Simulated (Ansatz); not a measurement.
A nudged elastic band was laid between two geometries of BGeH$_{5}$O (8 atoms, charge 0, multiplicity 1).

All numbers below come from RHF/def2-SVP (Ansatz).

| Item | Value |
| --- | --- |
| movable images | 5 |
| climbing image | yes |
| spring | 5.0 eV/Å² |
| optimiser | quadratic models (default) |
| start path | through a guess of the saddle point |
| force threshold | 0.05 eV/Å |
| iteration limit | 60 |
| end points | relaxed |

Image 0:

```xyz
8
Properties=species:S:1:pos:R:3
B -1.160 0.701 -0.792
Ge 0.547 0.069 0.215
O 0.289 -1.601 0.762
H -2.107 -0.017 -0.930
H -1.205 1.809 -1.249
H 0.847 0.948 1.447
H 1.795 0.102 -0.691
H 0.994 -2.011 1.237
```

Image 6:

```xyz
8
Properties=species:S:1:pos:R:3
B -0.893 0.891 -0.814
Ge 1.016 0.911 0.031
O 0.814 -1.306 0.668
H -1.530 -0.113 -1.027
H -1.390 1.919 -1.200
H 0.514 1.315 1.470
H -0.021 -1.734 0.534
H 1.489 -1.882 0.338
```

Task: What changes between the two ends?

Result: Bonds broken: Ge2–H7. Bonds formed: O3–H7.

Task: What energy profile does the band end with?

Result: The forces met the threshold. The highest image is number 2 of 0 to 6, 321.9 kJ/mol above the first end and 211.0 kJ/mol above the last; the last end lies 110.9 kJ/mol above the first. Neighbouring images differ by up to 2.6 eV, so the band resolves the path poorly. A vibrational analysis at the climbing image gives one clearly imaginary mode, 2029i cm⁻¹: a first-order saddle point. The orbitals stay closed-shell, which can raise the energy where a bond breaks towards radicals; this wasn't checked here.

| image | path coordinate (Å) | energy (kJ/mol) | Ge2–H7 (Å) | O3–H7 (Å) |
| --- | --- | --- | --- | --- |
| 0 | 0.00 | 0.0 | 1.54 | 2.70 |
| 1 | 0.71 | 72.2 | 1.52 | 2.17 |
| 2 | 1.41 | 321.9 | 1.63 | 1.36 |
| 3 | 2.29 | 123.1 | 2.49 | 0.95 |
| 4 | 3.18 | 114.2 | 2.89 | 0.95 |
| 5 | 4.06 | 113.1 | 2.88 | 0.95 |
| 6 | 4.94 | 110.9 | 2.89 | 0.95 |

Task: What is the geometry of the highest image?

Result: 
```xyz
8
Properties=species:S:1:pos:R:3
B -1.198 0.865 -0.774
Ge 0.626 0.404 0.064
O 0.669 -1.571 0.395
H -1.992 -0.001 -1.005
H -1.445 1.991 -1.102
H 0.763 1.017 1.472
H 1.592 -0.852 -0.296
H 0.985 -1.852 1.246
```

The run took 93 s on 1 thread of Arm Neoverse V2, with other jobs on the host, peak memory 0.16 GiB.
